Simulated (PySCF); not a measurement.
Can point charges reproduce the dipole moment of `[CH3][Ge]([CH3])([CH3])[c]1ccncc1`?

Coordinates (PBE0-D3(BJ)/def2-SVP, Å) and charges (e) from the PBE0/pcSseg-1 density (PySCF):

```json
{"atom": "C1", "x": "-2.130", "y": "1.131", "z": "-0.751", "Mulliken": "-0.5364", "IAO": "-0.6806", "Hirshfeld": "-0.2080", "ESP-fitted": "-0.7360"}
{"atom": "Ge2", "x": "-1.061", "y": "-0.324", "z": "-0.004", "Mulliken": "+0.8212", "IAO": "+0.9675", "Hirshfeld": "+0.4200", "ESP-fitted": "+0.9468"}
{"atom": "C3", "x": "-1.594", "y": "-0.663", "z": "1.845", "Mulliken": "-0.5344", "IAO": "-0.6809", "Hirshfeld": "-0.2083", "ESP-fitted": "-0.7540"}
{"atom": "C4", "x": "-1.255", "y": "-1.943", "z": "-1.079", "Mulliken": "-0.5512", "IAO": "-0.6833", "Hirshfeld": "-0.2070", "ESP-fitted": "-0.7003"}
{"atom": "C5", "x": "0.821", "y": "0.230", "z": "-0.013", "Mulliken": "-0.3984", "IAO": "-0.2165", "Hirshfeld": "-0.0783", "ESP-fitted": "+0.2953"}
{"atom": "C6", "x": "1.832", "y": "-0.557", "z": "-0.576", "Mulliken": "-0.1589", "IAO": "-0.1747", "Hirshfeld": "-0.0596", "ESP-fitted": "-0.7130"}
{"atom": "C7", "x": "3.152", "y": "-0.104", "z": "-0.545", "Mulliken": "+0.1595", "IAO": "-0.0099", "Hirshfeld": "+0.0135", "ESP-fitted": "+0.6018"}
{"atom": "N8", "x": "3.521", "y": "1.053", "z": "-0.003", "Mulliken": "-0.4092", "IAO": "-0.2779", "Hirshfeld": "-0.1663", "ESP-fitted": "-0.7507"}
{"atom": "C9", "x": "2.565", "y": "1.807", "z": "0.535", "Mulliken": "+0.1531", "IAO": "-0.0103", "Hirshfeld": "+0.0132", "ESP-fitted": "+0.5841"}
{"atom": "C10", "x": "1.218", "y": "1.446", "z": "0.555", "Mulliken": "-0.1809", "IAO": "-0.1738", "Hirshfeld": "-0.0581", "ESP-fitted": "-0.6558"}
{"atom": "H11", "x": "-1.832", "y": "1.335", "z": "-1.790", "Mulliken": "+0.1420", "IAO": "+0.1526", "Hirshfeld": "+0.0387", "ESP-fitted": "+0.1538"}
{"atom": "H12", "x": "-3.199", "y": "0.871", "z": "-0.738", "Mulliken": "+0.1359", "IAO": "+0.1492", "Hirshfeld": "+0.0384", "ESP-fitted": "+0.1695"}
{"atom": "H13", "x": "-1.993", "y": "2.053", "z": "-0.166", "Mulliken": "+0.1357", "IAO": "+0.1478", "Hirshfeld": "+0.0372", "ESP-fitted": "+0.1632"}
{"atom": "H14", "x": "-2.662", "y": "-0.926", "z": "1.899", "Mulliken": "+0.1351", "IAO": "+0.1485", "Hirshfeld": "+0.0380", "ESP-fitted": "+0.1743"}
{"atom": "H15", "x": "-1.426", "y": "0.229", "z": "2.466", "Mulliken": "+0.1359", "IAO": "+0.1496", "Hirshfeld": "+0.0373", "ESP-fitted": "+0.1654"}
{"atom": "H16", "x": "-1.008", "y": "-1.492", "z": "2.268", "Mulliken": "+0.1404", "IAO": "+0.1521", "Hirshfeld": "+0.0386", "ESP-fitted": "+0.1598"}
{"atom": "H17", "x": "-2.309", "y": "-2.255", "z": "-1.103", "Mulliken": "+0.1405", "IAO": "+0.1524", "Hirshfeld": "+0.0401", "ESP-fitted": "+0.1612"}
{"atom": "H18", "x": "-0.924", "y": "-1.768", "z": "-2.113", "Mulliken": "+0.1420", "IAO": "+0.1505", "Hirshfeld": "+0.0389", "ESP-fitted": "+0.1509"}
{"atom": "H19", "x": "-0.664", "y": "-2.770", "z": "-0.657", "Mulliken": "+0.1414", "IAO": "+0.1487", "Hirshfeld": "+0.0387", "ESP-fitted": "+0.1528"}
{"atom": "H20", "x": "1.606", "y": "-1.520", "z": "-1.042", "Mulliken": "+0.0880", "IAO": "+0.1452", "Hirshfeld": "+0.0466", "ESP-fitted": "+0.2121"}
{"atom": "H21", "x": "3.951", "y": "-0.713", "z": "-0.984", "Mulliken": "+0.1062", "IAO": "+0.1505", "Hirshfeld": "+0.0494", "ESP-fitted": "+0.0135"}
{"atom": "H22", "x": "2.885", "y": "2.758", "z": "0.977", "Mulliken": "+0.1070", "IAO": "+0.1506", "Hirshfeld": "+0.0494", "ESP-fitted": "+0.0129"}
{"atom": "H23", "x": "0.490", "y": "2.122", "z": "1.016", "Mulliken": "+0.0855", "IAO": "+0.1426", "Hirshfeld": "+0.0477", "ESP-fitted": "+0.1923"}
```

Q: Compute μ = Σ q r for each scheme (1 e·Å = 4.803 D) and compare with the dipole of the full density.

A: The full density gives (-2.69, -0.84, -0.03) D, 2.82 D in size; dipole vectors point from the negative to the positive end.

| scheme | μx | μy | μz | size (D) | share of the full size (%) | angle to the full dipole (°) |
| --- | --- | --- | --- | --- | --- | --- |
| Mulliken | -4.17 | -1.41 | -0.09 | 4.40 | 156 | 1 |
| IAO | -2.16 | -0.69 | -0.04 | 2.27 | 81 | 0 |
| Hirshfeld | -1.65 | -0.53 | -0.04 | 1.73 | 61 | 1 |
| ESP-fitted | -2.71 | -0.85 | -0.04 | 2.84 | 101 | 0 |

Q: Which set comes closest?

A: Length of the difference vector: ESP-fitted 0.02 D, IAO 0.55 D, Hirshfeld 1.09 D, Mulliken 1.58 D. Closest: ESP-fitted. ESP charges are fitted to the potential around the molecule, whose slowest-falling term is the dipole's. 

Q: What is left for the Hirshfeld atoms' own dipoles?

A: The Hirshfeld atoms' densities add up to the full density, so μ = Σ q r + Σ (atomic dipoles). The atomic dipoles sum to (-2.69, -0.84, -0.03) − (-1.65, -0.53, -0.04) = (-1.04, -0.31, 0.01) D, 1.09 D in size.

Q: With the origin at the mean of the coordinates, (-0.001, 0.000, 0.000) Å, which are the largest single terms, by size, of the Mulliken dipole along the direction of the full one?

A: N8 +7.22, C4 -4.74, C1 -4.39, Ge2 +4.37, C3 -4.36 D; all 23 atoms together +4.40 D. The single terms depend on the origin, their sum doesn't.

Q: Give the size of the full dipole in other units.

A: 2.82 D = 1.109 au = 0.587 e·Å = 9.40 × 10⁻³⁰ C·m.

Isolated species at its PBE0-D3(BJ)/def2-SVP geometry, gas phase. The calculation is non-relativistic, for germanium too.

These values come from a run that also computed NMR shieldings. Hardware: one thread of an Arm Neoverse V1 (shared host). Cost: 64 s of wall time.

Conformer computed: `[CH3:1][Ge:2]([CH3:3])([CH3:4])[c:5]1[cH:6][cH:7][n:8][cH:9][cH:10]1`: C1–Ge2–C5–C6 -128°.
